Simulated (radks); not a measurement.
Ionisation of neutral nickel, [Ar] 3d8 4s2, to [Ar] 3d9 as the strength of local exchange is varied. Calculated with a radial shooting solver on a logarithmic mesh with Libxc functionals: scalar-relativistic Kohn-Sham, Slater X-alpha exchange (alpha = 2/3 is LDA exchange), no correlation, spin-unpolarised, spherical densities, point nucleus.

alpha  E(Ni) (hartree)  exchange (hartree)  IE (eV)  -e of the level emptied (eV)  <r> of it (bohr)
0.617      -1511.30155           -53.72330    6.067                    4.559 (4s)             2.880
0.667      -1515.66487           -58.25264    5.899                    4.865 (4s)             2.843
0.819      -1529.01018           -72.18130    5.258                    5.842 (4s)             2.734
0.908      -1536.88047           -80.44770    4.788                    6.448 (4s)             2.675
1.039      -1548.54007           -92.76301    3.969                    7.381 (4s)             2.593
1.049      -1549.43379           -93.71032    3.900                    7.455 (4s)             2.587

NIST Atomic Spectra Database: 7.640 eV (measured). The central value is not met in this range of alpha. Spin polarisation and multiplet splitting are left out, so open shells lie too high by an amount that depends on their filling.

Beside tabulated values, note that spin-unpolarised runs miss the spin-polarisation part of the exchange energy of open shells.
